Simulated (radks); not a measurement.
Results of a calculation; reference values are marked as such.
Question: Orbital eigenvalues (eV) of the chromium ion Cr+, [Ar] 3d5, of relativity; Dirac values are averaged over j with weights 2j + 1. Spin-unpolarised spherical Kohn-Sham, PBE, point nucleus unless stated (finite: rms radius 3.6452 fm), a radial shooting solver on a logarithmic mesh with Libxc functionals. A level marked "c x" has the speed of light scaled by that factor and shares open shells by 2j + 1; other Dirac levels either fill j = l - 1/2 first or share by 2j + 1.

| shell | non-rel. |
|---|---|
| 1s | -5841.0 |
| 2s | -664.55 |
| 2p | -565.74 |
| 3s | -79.486 |
| 3p | -52.111 |
| 3d | -9.9323 |

Give the values at the level "Dirac, c x 1.5".

Answer: 
shell  Dirac, c x 1.5  change of magnitude (%)
1s            -5861.3                    +0.35
2s            -668.60                    +0.61
2p            -566.45                    +0.13
3s            -80.138                    +0.82
3p            -52.268                    +0.30
3d            -9.9064                    -0.26
